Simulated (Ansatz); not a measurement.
Abridged output of a molecular run in Ansatz:

```
Functional definition: HF
969 factors; integrals over basis functions are off by at most 1.3e-3 eV
mean field evaluation 1: about -71535.7490 eV, gradient 3.2e1 eV
mean field evaluation 2: about -71535.8204 eV, gradient 3.2e1 eV
mean field evaluation 4: about -71538.5197 eV, gradient 3.2e0 eV
mean field evaluation 8: about -71538.5922 eV, gradient 2.1e-1 eV
mean field evaluation 16: about -71538.5062 eV, gradient 1.1e0 eV
mean field -71538.59251690 eV, -2628.9947843963 hartree, gradient 9.8e-6 eV, S^2 0.000000; 0 other end points of the search recorded, 0 dependent functions left out
16 core orbitals not correlated: weight in the atoms' cores, before any rotation towards them, 1.000 or more for the frozen orbitals, at most 0.000 for the correlated occupied ones
reference -71538.59251690 eV, -2628.9947843963 hartree; 17, 17 occupied and 65, 65 virtual orbitals, 969 factors
second order -18.06269972 eV of doubles, -0.00000000 eV of singles
cycle   1  -18.23718199 eV  change   -1.7e-1 eV  update   1.1e-1
cycle   2  -18.81934139 eV  change   -5.8e-1 eV  update   3.3e-2
cycle   3  -18.92941116 eV  change   -1.1e-1 eV  update   1.6e-2
cycle   4  -18.92181368 eV  change    7.6e-3 eV  update   3.8e-3
cycle   5  -18.92375216 eV  change   -1.9e-3 eV  update   1.6e-3
cycle   6  -18.92361391 eV  change    1.4e-4 eV  update   4.1e-4
cycle   7  -18.92343137 eV  change    1.8e-4 eV  update   1.7e-4
cycle   8  -18.92344411 eV  change   -1.3e-5 eV  update   6.2e-5
cycle   9  -18.92344188 eV  change    2.2e-6 eV  update   2.4e-5
perturbative correction -0.62170649 eV, -0.0228472922 hartree
Total energy: -71558.13766527 eV, -2629.7130553508 hartree
```

Its atoms:

Z-matrix (Å, degrees):
```
Ge
C 1 1.976
H 1 1.532 2 108.7
H 1 1.532 2 108.7 3 -120.5
H 1 1.537 2 106.5 3 119.7
Cl 2 1.756 1 112.6 3 60.2
N 2 1.250 1 129.4 3 -119.8
H 7 1.019 2 111.1 1 0.0
```

(1) Which basis set was used?
A. def2-SVP
B. def2-SVPD
C. def2-TZVPP
D. def2-QZVPP

(2) Write the keys of the input that set method, charge and spin (a neutral closed shell needs none for the last two).

Answers

(1) A. It gives 98 functions.

(2) 
```yaml
correlation: {method: ccsd_t}
```
